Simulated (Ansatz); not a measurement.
BrH₃InNO, SMILES [NH2][In]([OH])[Br].

Coordinates come from a B3LYP-D3(BJ)/def2-SVP optimisation. The structure was generated by enumeration; whether it is a known compound was not checked. The def2 effective core potentials stand for the cores of In; spin–orbit coupling is left out. Other conformers were not sampled.

Two levels are set side by side: PBE/def2-SVPD (Ansatz, an electronic-structure program) and PBE0/def2-SVPD (Ansatz). Energy differences of separate SCF runs at the same geometry; the states with an electron removed or added have multiplicity 2 and 2. Differences are taken from unrounded values.

```json
[
 {"quantity": "vertical ionisation energy (eV)", "PBE0": "9.90"},
 {"quantity": "vertical electron affinity (eV)", "PBE0": "0.63"},
 {"quantity": "vertical singlet–triplet gap (eV)", "PBE0": "4.05"}
]
```

Task: What does PBE give, and how far is it from PBE0? (Estimate from the structure and the level; the computed values follow.)

Result: 
```json
[
 {"quantity": "vertical ionisation energy (eV)", "PBE": "9.48", "PBE minus PBE0": "-0.42"},
 {"quantity": "vertical electron affinity (eV)", "PBE": "0.74", "PBE minus PBE0": "0.11"},
 {"quantity": "vertical singlet–triplet gap (eV)", "PBE": "3.61", "PBE minus PBE0": "-0.43"}
]
```
